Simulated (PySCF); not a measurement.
A TDDFT job, as run on `P[SiH2][AsH2]`.

Method: TDDFT PBE0/def2-SVPD, vertical, gas phase, core orbitals frozen in the response (PySCF).

Input of the driver that calls PySCF (job settings, then Cartesian coordinates in Å):

```
{"job": {"kind": "uv", "xc": "PBE0", "basis": "def2-SVPD", "ip": true}, "charge": 0, "multiplicity": 1}
P     -1.8094     0.5292    -0.6924
Si    -0.0043    -0.5393     0.1662
As     1.9127     0.4948    -0.7766
H     -2.7308    -0.0758     0.2176
H     -1.6250     1.6852     0.1280
H      0.0259    -0.5600     1.6616
H     -0.0445    -1.9493    -0.3288
H      2.8393    -0.1898     0.2245
H      1.7553     1.7180     0.1233
```

Output:

```
coarse grid: 34992 points
cycle   1  E = -2869.3271208070  dE = -8.810e-01  |g| = 1.985e-01  |ddm| = 3.225e+00
cycle   2  E = -2869.3302428643  dE = -3.122e-03  |g| = 1.412e-01  |ddm| = 5.203e-01
cycle   3  E = -2869.3348220975  dE = -4.579e-03  |g| = 2.790e-02  |ddm| = 2.372e-01
cycle   4  E = -2869.3351192533  dE = -2.972e-04  |g| = 9.266e-03  |ddm| = 6.495e-02
cycle   5  E = -2869.3351421850  dE = -2.293e-05  |g| = 1.683e-03  |ddm| = 1.696e-02
cycle   6  E = -2869.3351428900  dE = -7.050e-07  |g| = 3.755e-04  |ddm| = 3.938e-03
final grid: 69160 points
cycle   7  E = -2869.3351117408  dE = -2.595e-08  |g| = 4.167e-04  |ddm| = 3.127e-03
cycle   8  E = -2869.3351117311  dE =  9.733e-09  |g| = 4.774e-04  |ddm| = 1.567e-03
cycle   9  E = -2869.3351117975  dE = -6.641e-08  |g| = 2.296e-05  |ddm| = 7.875e-04
cycle  10  E = -2869.3351117976  dE = -1.696e-10  |g| = 5.445e-06  |ddm| = 5.211e-05
converged SCF energy = -2869.3351117976

Static polarisability (au): isotropic 92.281, principal 75.983 86.951 113.908

Singlet excitations
state   eV       nm        f      main configurations
  1   6.1667    201.1   0.00391   H->L+1 0.39, H->L 0.36, H-1->L+1 0.18
  2   6.2323    198.9   0.00936   H->L 0.38, H-1->L+1 0.29, H->L+2 0.28
  3   6.2780    197.5   0.00497   H-1->L 0.82
  4   6.3091    196.5   0.02115   H-1->L+1 0.42, H->L+1 0.38, H->L+2 0.08
  5   6.5498    189.3   0.26459   H->L+2 0.49, H->L+1 0.16, H->L 0.14
  6   6.6713    185.8   0.04777   H-1->L+2 0.53, H->L+3 0.37
  7   6.7503    183.7   0.01889   H->L+3 0.47, H-1->L+2 0.25, H-1->L+3 0.23
  8   6.7820    182.8   0.12423   H-1->L+3 0.65, H->L+3 0.12, H-1->L+2 0.09
  9   7.2727    170.5   0.00174   H-2->L 0.53, H->L+4 0.40
 10   7.3095    169.6   0.00502   H->L+5 0.53, H->L+4 0.17, H-1->L+4 0.10

Triplet excitations (Tamm-Dancoff, eV): 5.2989 5.4285 5.5270 5.5788
Vertical ionisation energy (delta-SCF) = 9.4027 eV
```

The SCF starts on a coarse grid; the energy jumps when the final grid takes over, and dE counts afresh there. The run used 134 basis functions and 10 SCF iterations for the ground state.

Hardware: Arm Neoverse V2, one thread, no GPU (shared host). Cost: 38 s wall.

Problem. What transition dipole does the oscillator strength of state 5, the strongest, imply?

Solution. From f = (2/3)·ΔE·|μ|² in atomic units, ΔE = 0.2407 Eh and f = 0.2646 give |μ| = 1.28 au (3.26 D).

Geometry: PBE0-D3(BJ)/def2-SVP, one conformer, isolated molecule. Relativistic effects, spin–orbit coupling among them, are left out although an element past zinc is present.
